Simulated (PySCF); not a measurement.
H3ClSi, charge -1, doublet, at the geometry of the source list (a state made from the parent by changing its charge; the spin is typed, not shown lowest) (in this run its highest filled SCF level lies above zero, so its values depend strongly on the basis, on diffuse functions most of all). Base run: PBE/6-31G** in PySCF.

Here is a job for PySCF.
```python
from pyscf import gto, scf, dft

mol = gto.M(
    atom='''
Si   -0.12910000   -0.00570000   -0.00460000
Cl    1.87810000    0.08360000    0.06760000
H    -0.50430000   -0.99840000   -1.00530000
H    -0.63000000    1.31380000   -0.37260000
H    -0.61480000   -0.39330000    1.31500000
''',
    basis='6-31g**',
    charge=-1,
    spin=1,
    verbose=4,
)

mf = dft.UKS(mol)
mf.xc = 'pbe'
mf.kernel()
mo_i, mo_e, stable_i, stable_e = mf.stability(internal=True, external=False, return_status=True, nroots=6, tol=1e-6)
print('internally stable:', stable_i, ' externally stable:', stable_e)
if not stable_i:
    umf = mf.copy()
    umf.scf_summary = {}
    umf.kernel(umf.make_rdm1(mo_i, mf.mo_occ))
```

The bond that is stretched is that between atoms 5 and 1. A test that says stable can miss a lower solution.

Variants of this job, named by their change:

```
change       ΔE vs base (mEh)  <S^2>                      stability test says
-----------  ----------------  -----  ---------------------------------------
base                    0.000  0.751  internally stable (external not tested)
bond × 1.25            18.825  0.752  internally stable (external not tested)
bond × 1.5             31.344  0.753  internally stable (external not tested)
bond × 1.8             29.417  0.753  internally stable (external not tested)
bond × 2.2             32.677  0.753  internally stable (external not tested)
bond × 3.0             36.717  0.751  internally stable (external not tested)
```

On stretching, the SCF can end on different states; <S^2> shows the spin contamination of each.
